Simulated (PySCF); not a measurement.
Two-component Hartree-Fock for Si+ (silicon, charge +1)

Start: [Ne] 3s2 3p1; 3p3/2 filled at m_j = +3/2. Calculated with PySCF 2.14 in x2c-TZVPall-2c: generalised Hartree-Fock with the X2C-1e Hamiltonian and a Gaussian nucleus; one run each with spin-orbit coupling (SO) switched off, then screened by Boettger's factors. This is a chosen level, not necessarily the ground level.

| spinor shell | electrons | ε, spin-free (eV) | ε, screened SO (eV) | weight of nominal j (screened SO) | rms radius, screened SO (bohr) |
| --- | --- | --- | --- | --- | --- |
| 1s1/2 | 2 | -1886.7 | -1886.7 | 1.000 | 0.129 |
| 2s1/2 | 2 | -177.90 | -177.91 | 1.000 | 0.612 |
| 2p1/2 | 2 | -125.37 | -125.75 | 0.973 | 0.598 |
| 3s1/2 | 2 | -22.891 | -22.895 | 0.999 | 2.25 |
| 3p3/2 | 1 | -15.991 | -15.978 | 1.000 | 2.68 |

(1) Where does 2p3/2 lie, and what is the 2p spin-orbit splitting (screened SO)?

```
   quantity   spin-free  screened SO
E (hartree)  -289.16999   -289.16977
        M_J         3/2          3/2
       ⟨J²⟩       3.767        3.767
       ⟨L²⟩       2.012        2.012
       ⟨S²⟩       0.754        0.754
```

Each row is a mean over spinors that exchange with the open shell spreads, by up to 2.381 eV (3s1/2).

Without spin-orbit coupling the j labels of p, d and f shells carry no meaning; the spin-free column gives the mean over the occupied spinors of each nl shell.

Results:

(1) At -125.20 eV, 0.558 eV above 2p1/2.
